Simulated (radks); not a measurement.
The numbers below are computed, except where a source is named.
Os4+, configuration [Xe] 4f14 5d4. Level of theory: non-relativistic Kohn-Sham, PBE, spin-polarised, spherical densities, point nucleus; open shells are filled with parallel spins first (spin-orbit coupling, left out, can overturn this in heavy ions); relativity is left out, which matters for an element this heavy (a radial shooting solver on a logarithmic mesh with Libxc functionals).

Local quantities along the radius. ELF = 1/(1 + alpha^2) is the electron localisation function; alpha = (tau - tau_W)/tau_unif compares the Pauli kinetic energy density with that of the uniform gas (summed over spins); 4 pi r^2 rho is in e/bohr; s = |grad rho|/(2 (3 pi^2)^(1/3) rho^(4/3)) is the reduced gradient.

r (bohr)	ELF	alpha	4 pi r^2 rho	s
0.001191	0.999	0.02445	4.682	0.3837
0.001615	0.999	0.02666	8.063	0.3919
0.002171	0.999	0.02988	13.39	0.4028
0.002919	0.999	0.03484	21.61	0.4179
0.003924	0.998	0.04286	33.55	0.4388
0.005276	0.997	0.05663	49.44	0.4679
0.007093	0.993	0.08232	68.01	0.5083
0.009613	0.981	0.1373	85.97	0.5650
0.01292	0.936	0.2619	96.49	0.6335
0.01738	0.759	0.5639	96.24	0.6892
0.02336	0.434	1.142	90.05	0.6368
0.03141	0.337	1.404	92.87	0.4086
0.04223	0.544	0.9156	113.9	0.2702
0.05723	0.718	0.6273	134.9	0.3420
0.07695	0.590	0.8334	126.6	0.4491
0.1035	0.369	1.307	110.3	0.3499
0.1391	0.563	0.8815	121.6	0.2278
0.187	0.693	0.6649	116.9	0.3896
0.2514	0.346	1.373	76.98	0.4685
0.3407	0.459	1.085	74.12	0.1593
0.4581	0.724	0.6168	77.74	0.3229
0.6159	0.524	0.9536	44.42	0.5869
0.8281	0.298	1.537	21.45	0.5278
1.113	0.623	0.7779	15.14	0.4822
1.509	0.662	0.7140	7.857	0.8469
2.029	0.346	1.376	2.316	1.595
2.727	0.065	3.788	0.3767	3.439
3.667	0.004	16.50	0.02872	9.886
4.93	0.000	161.7	0.0006698	43.48

On this mesh the ELF has minima near r = 0.031, 0.10, 0.29, 0.83 bohr, which separate the shells, and maxima near 0.057 (0.72), 0.19 (0.69), 0.46 (0.72), 1.3 (0.70).
